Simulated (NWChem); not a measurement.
Molecule: C₂H₅In; SMILES C=[CH][InH2]

All runs: NWChem. def2 effective core potentials on In; no spin-orbit coupling. Each level has its own optimisation; frequencies are unscaled. Brackets give each atom's bonded neighbours. One conformer.

| level | r C–In (Å) | r C–C (Å) | r C–H [C(CHIn)–H(C)] (Å) | r C–H [C(CHH)–H(C)] (Å) | highest harmonic frequency (cm⁻¹) | lowest (cm⁻¹) | zero-point energy (kcal/mol) |
|---|---|---|---|---|---|---|---|
| Hartree-Fock/3-21G (all-electron, non-relativistic) | 2.164 | 1.328 | 1.079 | 1.077 | 3341 | 141 | 35.5 |
| B3LYP/3-21G (all-electron, non-relativistic) | 2.160 | 1.341 | 1.091 | 1.089 | 3183 | 138 | 33.3 |
| PBE-D3(BJ)/def2-SVP (core potentials) | 2.164 | 1.350 | 1.106 | 1.106 | 3112 | 135 | 32.0 |
